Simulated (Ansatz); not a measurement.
Coupled-cluster run, BrH6N3Si (`N[Si](N)(N)Br`).

```yaml
crystal:
  periodic: [false, false, false]
  atoms:
    - {symbol: N, position_ang: [-1.505754, 0.686837, -0.034138]}
    - {symbol: Si, position_ang: [0.128489, 0.226631, 0.113416]}
    - {symbol: N, position_ang: [0.121690, -1.125459, 1.138308]}
    - {symbol: N, position_ang: [1.115160, -0.213752, -1.204459]}
    - {symbol: Br, position_ang: [1.103759, 2.116433, 0.843724]}
    - {symbol: H, position_ang: [-1.753923, 1.633031, -0.267291]}
    - {symbol: H, position_ang: [-2.199258, 0.022395, -0.337161]}
    - {symbol: H, position_ang: [0.972079, -1.641462, 1.292154]}
    - {symbol: H, position_ang: [-0.483929, -1.141481, 1.942085]}
    - {symbol: H, position_ang: [0.923066, -1.050842, -1.730412]}
    - {symbol: H, position_ang: [1.578632, 0.487659, -1.756227]}
basis:
  gaussian: {orbitals: def2-SVP}
correlation: {method: ccsd_t}
```

```sh
$ ansatz run in.yaml --threads 4 --pin off --events-out ev --progress --plain --max-ram 11315MiB
```

Log, shortened:

```
Functional definition: HF
1215 factors; integrals over basis functions are off by at most 1.0e-3 eV
mean field evaluation 1: about -82386.6235 eV, gradient 4.5e1 eV
mean field evaluation 2: about -82386.6587 eV, gradient 4.5e1 eV
mean field evaluation 4: about -82390.9911 eV, gradient 2.9e0 eV
mean field evaluation 8: about -82391.0236 eV, gradient 1.8e-1 eV
mean field evaluation 16: about -82390.9785 eV, gradient 5.4e-1 eV
mean field -82391.02372074 eV, -3027.8142750956 hartree, gradient 4.5e-6 eV, S^2 0.000000; 0 other end points of the search recorded, 0 dependent functions left out
17 core orbitals not correlated: weight in the atoms' cores, before any rotation towards them, 1.000 or more for the frozen orbitals, at most 0.000 for the correlated occupied ones
reference -82391.02372074 eV, -3027.8142750956 hartree; 21, 21 occupied and 84, 84 virtual orbitals, 1215 factors
second order -22.69585942 eV of doubles, -0.00000000 eV of singles
cycle   1  -23.13506294 eV  change   -4.4e-1 eV  update   8.5e-2
cycle   2  -23.59904798 eV  change   -4.6e-1 eV  update   2.4e-2
cycle   3  -23.67864612 eV  change   -8.0e-2 eV  update   1.1e-2
cycle   4  -23.67281226 eV  change    5.8e-3 eV  update   2.3e-3
cycle   5  -23.67361105 eV  change   -8.0e-4 eV  update   9.0e-4
cycle   6  -23.67347072 eV  change    1.4e-4 eV  update   2.6e-4
cycle   7  -23.67335972 eV  change    1.1e-4 eV  update   8.9e-5
cycle   8  -23.67336449 eV  change   -4.8e-6 eV  update   2.6e-5
perturbative correction -0.57215085 eV, -0.0210261559 hartree
Total energy: -82415.26923608 eV, -3028.7052813500 hartree
```

It took 12 s on 4 threads of an Arm Neoverse V2 on a shared host, with 0.72 GiB of host memory at the peak.

Correlation energy per correlated electron: -0.577 eV. T1 diagnostic: 0.0083.
